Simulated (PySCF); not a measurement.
Si(2+) (silicon, charge +2) across methods

[Ne] 3s1 4s1, high-spin 3S determinant (an excited configuration). Computed with PySCF 2.14 in x2c-TZVPPall with one added diffuse shell each of s, p, d type (6s6p4d1f, 51 functions), with the spin-free X2C one-electron Hamiltonian (Gaussian nucleus).

```csv
method,E (hartree),mean ε 2p β (eV),mean ε 3s α (eV),mean ε 4s α (eV),Σ⟨r²⟩ (bohr²),⟨S²⟩
BLYP,-288.4029,-124.33,-33.646,-12.399,27.99,2.000
LDA,-287.2106,-124.32,-33.820,-12.614,27.91,2.000
wB97M-V,-288.3823,-131.86,-37.344,-14.377,28.10,2.000
LC-wPBE,-288.2752,-130.26,-37.830,-14.609,28.40,2.000
UHF,-287.93431,-144.46,-38.272,-14.133,29.57,2.000
PBE0,-288.2656,-129.62,-34.866,-13.112,28.25,2.000
BP86,-288.4092,-124.42,-33.757,-12.691,27.86,2.000
PBE,-288.2415,-124.25,-33.610,-12.648,27.97,2.000
r2SCAN,-288.3531,-126.39,-34.004,-12.483,28.97,2.000
```

The outer electron is Rydberg-like, and this basis confines it to a smaller radius and binds it less than a complete one would.
